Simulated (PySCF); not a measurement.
## Be₂Se at several levels of theory

All levels use the PBE0 minimum (triplet; Se–Be 2.044 Å (×2); Be–Se–Be 86.2°), basis [Se def2-TZVP, Be def2-TZVP], no relativity, density fitting, no spin–orbit coupling, PySCF. For vertical energies the ionised species is a doublet (spins chosen at PBE0 and kept) and the electron-attached one a doublet. Atomisation goes to high-spin ground-configuration atoms, without zero-point energy. Open shells are unrestricted, also as the reference of the correlated levels. A dash marks a value that was not computed or is not defined at that level.

| level | atomisation (kJ/mol) | vertical IP (eV) | vertical EA (eV) | −ε(HOMO) (eV) | dipole (D) |
| --- | --- | --- | --- | --- | --- |
| MP2 | 478 | 7.79 | 0.87 | – | – |
| PBE | ? | ? | ? | ? | ? |
| r2SCAN | 542 | 7.62 | 1.23 | 4.95 | 0.22 |
| B3LYP | ? | ? | – | ? | ? |

Question: Fill in the row of B3LYP.

Answer: atomisation (kJ/mol) 467, vertical IP (eV) 7.60, −ε(HOMO) (eV) 5.41, dipole (D) 0.26.

Question: Fill in the row of PBE.

Answer: atomisation (kJ/mol) 515, vertical IP (eV) 7.43, vertical EA (eV) 1.36, −ε(HOMO) (eV) 4.68, dipole (D) 0.04.

Spin contamination in at least one species weakens the values at: MP2.

Without diffuse functions attachment energies tend to come out too low.
